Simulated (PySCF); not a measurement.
C3H5BO2.
Cartesian coordinates in Å at the GFN2-xTB level; atoms count from 1:
```xyz
11
C3H5BO2 angstrom
C      2.2640   -0.9174    0.2796
C      1.4117   -0.0862    0.1157
B      0.2862    0.9364   -0.1016
O      0.5954    2.2512   -0.1372
O     -1.0200    0.5882   -0.2570
C     -1.4957   -0.7325   -0.2553
H      3.0245   -1.6298    0.4234
H     -0.1640    2.8178   -0.2748
H     -0.8041   -1.4079    0.2545
H     -2.4623   -0.7428    0.2523
H     -1.6302   -1.0743   -1.2855
```

The closed-shell SCF was solved with PySCF and density fitting under several settings on one GFN2-xTB geometry (grid level 2 and gas phase unless stated).

| settings | basis functions | SCF cycles | E (Eh) | HOMO (eV) | LUMO (eV) | dipole (D) |
| --- | --- | --- | --- | --- | --- | --- |
| PBE0/pcSseg-1 | 127 | 14 | -292.2939 | -8.28 | -0.41 | 1.90 |
| CAM-B3LYP/def2-SVPD | 166 | 13 | -292.3361 | -9.73 | 0.60 | 1.81 |

Task: Estimate the rows for these settings: (1) PBE0/def2-SVPD, IEF-PCM cyclohexane, damping 0.1 at the start, DIIS from the seventh cycle, start guess huckel; (2) PBE0/cc-pVTZ, IEF-PCM cyclohexane.

Result: 
```tsv
settings	basis functions	SCF cycles	E (Eh)	HOMO (eV)	LUMO (eV)	dipole (D)
PBE0/def2-SVPD, IEF-PCM cyclohexane, damping 0.1 at the start, DIIS from the seventh cycle, start guess huckel	166	21	-292.1280	-8.40	-0.56	1.91
PBE0/cc-pVTZ, IEF-PCM cyclohexane	250	14	-292.4334	-8.30	-0.43	1.83
```

Task: Over all rows, what range does the HOMO–LUMO gap span?

Result: From 7.84 eV (PBE0/def2-SVPD, IEF-PCM cyclohexane, damping 0.1 at the start, DIIS from the seventh cycle, start guess huckel) to 10.33 eV (CAM-B3LYP/def2-SVPD). The functional of the narrowest has 25 % exact exchange, that of the widest range-separated exact exchange.

Task: Compare two rows with the functional PBE0: PBE0/cc-pVTZ, IEF-PCM cyclohexane and PBE0/def2-SVPD, IEF-PCM cyclohexane, damping 0.1 at the start, DIIS from the seventh cycle, start guess huckel. Which energy is lower, and by how much?

Result: PBE0/cc-pVTZ, IEF-PCM cyclohexane (250 functions) lies 0.3054 Eh or 192 kcal/mol below PBE0/def2-SVPD, IEF-PCM cyclohexane, damping 0.1 at the start, DIIS from the seventh cycle, start guess huckel (166 functions).

Cycle counts include a coarse-grid stage where the run had one. One conformer (not necessarily the lowest) at the GFN2-xTB geometry, without vibrations or thermal averaging.
